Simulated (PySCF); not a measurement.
Compound: C₆H₈N₂.
Z-matrix (Å and degrees, GFN2-xTB geometry), rows numbered from 1:
```
C 
N   1  1.4409
C   2  1.3650  1  123.31
C   3  1.4021  2  120.00  1  -168.37
C   4  1.3782  3  119.16  2  -177.90
N   5  1.3253  4  123.95  3     0.23
C   6  1.3231  5  116.99  4    -0.05
C   7  1.3815  6  124.40  5    -0.29
H   1  1.0908  2  109.91  3   -59.65
H   1  1.0877  2  108.88  3  -178.10
H   1  1.0969  2  112.33  3    61.35
H   2  1.0079  1  116.21  3  -153.78
H   4  1.0805  3  120.03  2     2.26
H   5  1.0826  4  120.60  3  -179.44
H   7  1.0828  6  115.29  5  -179.98
H   8  1.0777  3  121.27  2    -2.68
```

Computed, not measured: PySCF 2.14.0, density-fitted response routines, TDDFT CAM-B3LYP/def2-SVPD, vertical, gas phase, core orbitals frozen in the response.

Kohn–Sham orbitals with the atoms that hold most of them (Löwdin shares over 4%, at most four atoms; ? is withheld):

| orbital | ε (eV) | atoms |
| --- | --- | --- |
| LUMO+2 | 1.15 | C1 22%, H12 12%, H10 10%, C3 8% |
| LUMO+1 | 1.04 | C3 17%, N6 14%, C5 13%, C8 10% |
| LUMO | 0.85 | C7 22%, C4 18%, C8 13%, C5 11% |
| HOMO | ? | ? |
| HOMO-1 | -8.48 | ? |
| HOMO-2 | -8.69 | C8 22%, C5 20%, C4 20%, C7 19% |
| HOMO-3 | -10.78 | N2 24%, N6 18%, C3 16%, C1 10% |

(1) Which atoms hold the HOMO, and with what shares?

(2) Which atoms hold the HOMO-1, and with what shares?

(3) What is the HOMO energy, and the HOMO–LUMO gap?

## Answers

(1) N2 (bonded to 2 C and H) 32%; N6 (bonded to 2 C) 14%; C4 (bonded to 2 C and H) 12%; C3 (bonded to 2 C and N) 10%. By element: nitrogen 46%, carbon 23% or more.

(2) N6 (bonded to 2 C) 62%; C7 (bonded to C, N and H) 11%; C5 (bonded to C, N and H) 11%; C4 (bonded to 2 C and H) 4%. By element: nitrogen 62% or more, carbon 26% or more.

(3) ε(HOMO) = -7.59 eV; the gap is 8.43 eV (0.3099 hartree).

How does S1 compare with the orbital gap of 8.43 eV?

S1 is at 5.19 eV (f = 0.019), 3.24 eV below the gap, made of HOMO→LUMO (78%), HOMO-2→LUMO+1 (9%). 

Give energy, strength and leading configuration of S1, S2, S3 and S4, and follow the Löwdin shares of the leading atoms from the occupied to the empty orbital.

- S1 (5.19 eV, f 0.019), HOMO→LUMO (78%): N2 32% → at most 12%, N6 14% → at most 12%, C7 at most 11% → 22%, C4 12% → 18%
- S2 (5.32 eV, f 0.0004), HOMO-1→LUMO (95%): N6 62% → at most 12%, C7 11% → 22%, C4 4% → 18%
- S3 (5.60 eV, f 0.0052), HOMO-1→LUMO+1 (74%): N6 62% → 14%, C7 11% → at most 11%, C3 at most 5% → 17%
- S4 (5.75 eV, f 0.174), HOMO→LUMO+1 (78%): N2 32% → at most 11%, N6 14% → 14%, C3 10% → 17%

One conformer stands for the species.
